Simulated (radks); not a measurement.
Problem. Radial electron density D(r) = 4 pi r^2 rho(r) of an atom or ion with 21 electrons. All-electron calculation, Dirac Kohn-Sham, BLYP, spin-unpolarised, spherical densities, finite nucleus; Fermi nuclear charge, rms radius of each element as measured or else 0.836 A^(1/3) + 0.57 fm. Program: a radial shooting solver on a logarithmic mesh with Libxc functionals.

| r (bohr) | D(r) (e/bohr) |
|---|---|
| 0.002365 | 0.6451 |
| 0.002666 | 0.8053 |
| 0.003006 | 1.003 |
| 0.003389 | 1.248 |
| 0.003821 | 1.548 |
| 0.004309 | 1.915 |
| 0.004858 | 2.362 |
| 0.005477 | 2.904 |
| 0.006176 | 3.557 |
| 0.006963 | 4.338 |
| 0.007914 | 5.332 |
| 0.008923 | 6.434 |
| 0.01006 | 7.717 |
| 0.01134 | 9.191 |
| 0.01279 | 10.86 |
| 0.01442 | 12.73 |
| 0.01626 | 14.76 |
| 0.01833 | 16.94 |
| 0.02067 | 19.20 |
| 0.0233 | 21.46 |
| 0.02628 | 23.63 |
| 0.02963 | 25.57 |
| 0.0334 | 27.16 |
| 0.03766 | 28.27 |
| 0.04246 | 28.78 |
| 0.04788 | 28.66 |
| 0.05398 | 27.91 |
| 0.06086 | 26.65 |
| 0.06862 | 25.11 |
| 0.07737 | 23.59 |
| 0.08724 | 22.45 |
| 0.09915 | 22.03 |
| 0.1118 | 22.61 |
| 0.126 | 24.13 |
| 0.1421 | 26.35 |
| 0.1602 | 28.76 |
| 0.1807 | 30.69 |
| 0.2037 | 31.47 |
| 0.2297 | 30.61 |
| 0.259 | 28.01 |
| 0.292 | 24.01 |
| 0.3292 | 19.36 |
| 0.3712 | 15.03 |
| 0.4185 | 11.87 |
| 0.4718 | 10.34 |
| 0.532 | 10.37 |
| 0.5998 | 11.38 |
| 0.6763 | 12.54 |
| 0.7625 | 13.08 |
| 0.8597 | 12.58 |
| 0.9694 | 11.07 |
| 1.093 | 8.903 |
| 1.242 | 6.400 |
| 1.401 | 4.297 |
| 1.579 | 2.658 |
| 1.78 | 1.522 |
| 2.007 | 0.8121 |
| 2.263 | 0.4056 |
| 2.552 | 0.1894 |
| 2.877 | 0.08176 |
| 3.244 | 0.03186 |
| 3.658 | 0.01087 |
| 4.124 | 0.003161 |

What is the nuclear charge?

Solution. Z = 24. The innermost maximum, from 1s, lies near gamma/Z bohr with gamma = sqrt(1 - (Z/c)^2) = 0.985, here 0.041 bohr (found: 0.0442), and its height grows with Z. The density is that of the chromium ion Cr3+ in [Ar] 3d3; the configuration itself is not fixed sharply by these data, and Z only to about a unit. D(r) has 3 maxima, at r = 0.0442, 0.204, 0.769 bohr, and minima at 0.0984, 0.499 bohr, inside which lie 2.14, 10.55 electrons.
